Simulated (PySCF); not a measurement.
An equivalent PySCF input for Ge³⁺ (germanium, charge +3), [Ar] 3d10 4s1, 2S determinant, with the non-relativistic Hamiltonian (point nucleus):

```python
from pyscf import gto, scf, dft, mp, cc
import basis_set_exchange as bse
mol = gto.M(atom="Ge 0 0 0", charge=3, spin=1, symmetry="D2h",
            basis=gto.basis.parse(bse.get_basis("def2-TZVPPD", elements=["Ge"], fmt="nwchem")))
mf = dft.UKS(mol, xc="R2SCAN")
mf.irrep_nelec = {'Ag': (6, 5), 'B1g': (1, 1), 'B2g': (1, 1), 'B3g': (1, 1), 'B1u': (2, 2), 'B2u': (2, 2), 'B3u': (2, 2)}
mf.kernel()
```

It reaches the same state as the run whose output follows, with an energy that differs only through the grid. The run itself started from symmetry-adapted Hartree-Fock orbitals and held the occupation by maximum overlap, on a logarithmic radial grid, so the iterations belong to that start.

```
SCF conv_tol = 1e-09
number electrons alpha = 15  beta = 14
XC functionals = R2SCAN
    J. W. Furness, A. D. Kaplan, J. Ning, J. P. Perdew, and J. Sun.,  J. Phys. Chem. Lett. 11, 8208-8215 (2020)
    J. W. Furness, A. D. Kaplan, J. Ning, J. P. Perdew, and J. Sun.,  J. Phys. Chem. Lett. 11, 9248-9248 (2020)
    J. W. Furness, A. D. Kaplan, J. Ning, J. P. Perdew, and J. Sun.,  J. Phys. Chem. Lett. 11, 8208-8215 (2020)
    J. W. Furness, A. D. Kaplan, J. Ning, J. P. Perdew, and J. Sun.,  J. Phys. Chem. Lett. 11, 9248-9248 (2020)
cycle= 1 E= -2074.78783137453  delta_E= -0.00524  |g|= 0.121  |ddm|= 0.174
cycle= 2 E= -2074.78756356248  delta_E= 0.000268  |g|= 0.131  |ddm|= 0.097
cycle= 3 E= -2074.78959146538  delta_E= -0.00203  |g|= 0.000637  |ddm|= 0.0425
cycle= 4 E= -2074.78959177819  delta_E= -3.13e-07  |g|= 3.52e-05  |ddm|= 0.0037
cycle= 5 E= -2074.78959177863  delta_E= -4.36e-10  |g|= 6.54e-06  |ddm|= 8.78e-05
converged SCF energy = -2074.78959177863  <S^2> = 0.75067079  2S+1 = 2.0006707
```
